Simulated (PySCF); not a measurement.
Species: bis(trifluoromethyl)germane, C2H2F6Ge.
Bonds: F1–C2, C2–F3, C2–F4, C2–Ge5, Ge5–C6, C6–F7, C6–F8, C6–F9. Hydrogens: H10, H11 on Ge5.

A GFN2-xTB structure was refined with PBE0-D3(BJ)/def2-SVP geometry optimisation, gas phase (PySCF 2.14.0). Its GFN2-xTB values:

```json
{"coordinate": "F1–C2", "GFN2-xTB": "1.340 Å"}
{"coordinate": "C2–Ge5", "GFN2-xTB": "2.015 Å"}
{"coordinate": "Ge5–H10", "GFN2-xTB": "1.498 Å"}
{"coordinate": "F1–C2–F3", "GFN2-xTB": "106.9°"}
{"coordinate": "F1–C2–Ge5", "GFN2-xTB": "111.3°"}
{"coordinate": "C2–Ge5–C6", "GFN2-xTB": "105.7°"}
{"coordinate": "Ge5–C6–F9", "GFN2-xTB": "111.7°"}
{"coordinate": "F1–C2–Ge5–C6", "GFN2-xTB": "78°"}
{"coordinate": "C2–Ge5–C6–F7", "GFN2-xTB": "-50°"}
```

How do these coordinates change at the PBE0-D3(BJ)/def2-SVP level?

| coordinate | PBE0-D3(BJ)/def2-SVP (Å or °) | change |
| --- | --- | --- |
| Ge5–H10 | 1.530 | +0.032 |
| C2–Ge5 | 1.995 | -0.020 |
| F1–C2 | 1.336 | -0.004 |
| C2–Ge5–C6 | 107.4 | +1.7 |
| Ge5–C6–F9 | 110.2 | -1.5 |
| F1–C2–F3 | 107.6 | +0.7 |
| F1–C2–Ge5 | 111.5 | +0.2 |
| F1–C2–Ge5–C6 | 70 | -8 |
| C2–Ge5–C6–F7 | -55 | -5 |

The energy falls by 0.039 eV over 7 energy and gradient evaluations, the largest force component goes from 0.0181 to 4.5e-04 Eh/bohr, and the atoms move by 0.109 Å rms after alignment. Among the bonds, Ge5–H10 and Ge5–H11 change most and about equally (+0.032 Å). Bonds longer at the end by more than 0.005 Å: 2 of 10; shorter: 2. Rotational constants go from 1956, 785.3, 703.3 to 1989, 789.0, 710.5 MHz.

The run used 154 basis functions and 45 SCF cycles in all.

Whether it is a minimum is left open (no frequencies).

The values belong to the conformer `[F:1][C:2]([F:3])([F:4])[GeH2:5][C:6]([F:7])([F:8])[F:9]`: F1–C2–Ge5–C6 70°, C2–Ge5–C6–F7 -55°.
